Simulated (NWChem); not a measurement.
Species: GeNH$_{5}$O; SMILES [NH2][GeH2][OH]

```xyz
8

Ge    -0.3428     0.0086     0.0000
N      0.6444    -1.5159     0.0000
O      0.7636     1.4154     0.0000
H     -1.1989     0.0257     1.2808
H     -1.1989     0.0257    -1.2808
H      1.2210    -1.6503    -0.8261
H      1.2210    -1.6503     0.8261
H      0.3053     2.2624     0.0000
```
Atoms are numbered in this order, from 1.

Program: NWChem. Pople sets run with spherical d functions. Structure relaxed at the PBE0/def2-SVP level.

Task: Taking TPSS/6-311G** as the yardstick, which of these has the fewest basis functions while keeping “dipole (D)” within 0.1 D of it: TPSS/STO-3G; TPSS/3-21G; TPSS/6-31G*?

Result: TPSS/6-31G*.
```csv
level,basis functions,dipole (D)
TPSS/STO-3G,33,0.86
TPSS/3-21G,50,0.77
TPSS/6-31G*,70,0.54
TPSS/6-311G**,110,0.51
```

The yardstick is one finite set, not the basis-set limit.
